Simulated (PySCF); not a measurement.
Method: PBE-D3(BJ)/def2-TZVP // PBE-D3(BJ)/def2-SVP run with PySCF. Isolated molecules, 0 K electronic values unless said otherwise. 

Reference species: [Ti(F)4] (neutral, multiplicity 1).

| Property | Value |
|---|---|
| charge on the central atom (Mulliken) | 1.48 e |
| coordination number | 4 |

Changed species: [Ta(=O)(F)3] (M = Ta, oxo; the reference has M = Ti).

Problem. Predict the effect on the charge on the central atom (Mulliken) and coordination number.

Solution. the charge on the central atom (Mulliken) rises by 0.02 e, to 1.50 e; the coordination number is nearly the same.
